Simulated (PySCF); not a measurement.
Bi(Cl)(Et)2, C4H10BiCl, SMILES C[CH2][Bi]([Cl])[CH2]C (GFN2-xTB optimised geometry):

```
16

Bi    -1.376    -0.989     0.000
Cl    -1.483    -1.120    -2.501
C      0.901    -0.989     0.000
C      1.473    -2.385     0.167
H      1.231    -0.338     0.805
H      1.218    -0.562    -0.944
H      1.141    -3.032    -0.642
H      1.160    -2.827     1.112
H      2.563    -2.359     0.152
C     -1.539     1.287     0.000
C     -0.568     1.955    -0.952
H     -1.370     1.618     1.022
H     -2.563     1.527    -0.272
H     -0.699     1.564    -1.958
H      0.458     1.776    -0.643
H     -0.734     3.032    -0.978
```

Level of theory: PBE0/def2-TZVP, def2 effective core potentials past Kr run with PySCF.

Task: What are the frontier orbital energies and the dipole moment?

Result: HOMO-2 -8.41 eV, HOMO-1 -7.45 eV, HOMO -6.92 eV, LUMO -1.46 eV, LUMO+1 -0.27 eV; dipole moment 3.67 D.

On the same geometry PBE/def2-TZVP, def2 effective core potentials past Kr (PySCF) gives HOMO-2 -7.05 eV, HOMO-1 -6.29 eV, HOMO -5.89 eV, LUMO -2.21 eV, LUMO+1 -0.99 eV; dipole moment 3.46 D.
